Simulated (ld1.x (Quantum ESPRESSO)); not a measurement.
**caesium, PAW: configuration errors across variants**

- Element: caesium
- Generator: ld1.x (Quantum ESPRESSO) 7.5
- Type: PAW
- Functional: PBE
- Relativity: scalar-relativistic
- Frozen core: [Kr] 4d10
- Valence charge: 9
- Reference configuration: 5s2 5p6 5d0 6s1 6p0
- Partial waves: 5s (bound): rcut 2.55, rcutus 3.25 bohr; 6s (bound): rcut 2.55, rcutus 3.25 bohr; 5p (bound): rcut 2.75, rcutus 3.60 bohr; 6p (bound, empty): rcut 2.75, rcutus 3.60 bohr; 5d (bound, empty): rcut 3.50, rcutus 4.20 bohr; 5d channel at 3.7 Ry: rcut 3.50, rcutus 4.20 bohr
- Local potential: all-electron potential smoothed inside 3.30 bohr (lloc = -1)
- Core correction: a·sin(br)/r model core inside 2.95 bohr
- Augmentation charge: BESSEL, radius 2.80 bohr

All-electron excitation energies from the reference (eV): (1) 5s2 5p6 5d0 6s0 6p0 3.864; (2) 5s2 5p6 5d0 6s0.5 6p0 1.471; (3) 5s2 5p6 5d0 6s0 6p1 1.371.

The overlap operator is not positive definite (basis up to 400 Ry) in “base”, “all radii but the core radius scaled by about 0.94 (s 3.06, p 3.40, d 3.96 bohr, rcut 2.40/2.60/3.30); local potential all-electron potential smoothed inside 3.12 bohr (lloc = -1); augmentation BESSEL, radius 2.64 bohr”, “waves 5s (bound): rcut 2.34, rcutus 2.48 bohr; 6s (bound): rcut 2.34, rcutus 2.48 bohr”, “waves 5p (bound): rcut 2.26, rcutus 2.40 bohr; 6p (bound): rcut 2.26, rcutus 2.40 bohr”, “local potential all-electron potential smoothed inside 2.90 bohr (lloc = -1)”. Such files are unfit for use, however small their errors in these radial tests.

Tests that are not counted but printed errors over 1 eV. “local potential all-electron potential smoothed inside 2.90 bohr (lloc = -1)”: 5s2 5p5 5d0 6s1 6p0 (solver errors, printed error -409 eV).

1 further variants failed, have other tests or too few solved ones, and are left out.

Errors AE − PS in meV (a dash: test not solved or not reliable):

```csv
change,(1),(2),(3),bound ghosts
base,+14,+1.6,+36,not determined (overlap not positive)
"all radii but the core radius scaled by about 0.94 (s 3.06, p 3.40, d 3.96 bohr, rcut 2.40/2.60/3.30); local potential all-electron potential smoothed inside 3.12 bohr (lloc = -1); augmentation BESSEL, radius 2.64 bohr",-7.8,-0.9,+0.2,not determined (overlap not positive)
"waves 5s (bound): rcut 2.34, rcutus 2.48 bohr; 6s (bound): rcut 2.34, rcutus 2.48 bohr",-0.5,-0.1,+2.1,not determined (overlap not positive)
"waves 5p (bound): rcut 2.26, rcutus 2.40 bohr; 6p (bound): rcut 2.26, rcutus 2.40 bohr",+4.9,+0.2,+5.5,not determined (overlap not positive)
local potential all-electron potential smoothed inside 2.90 bohr (lloc = -1),+1.7,+0.1,+3.6,not determined (overlap not positive)
```

Q: Give the same row for: local potential all-electron potential smoothed inside 2.80 bohr (lloc = -1).

A: +0.8, +0.1, +2.0; bound ghosts: not determined (overlap not positive). Its overlap operator is not positive definite in a basis up to 400 Ry (lowest eigenvalue p -0.46), so the file is unfit for use: the generalised eigenproblem breaks down once the basis is large enough, and its test numbers describe a broken file.
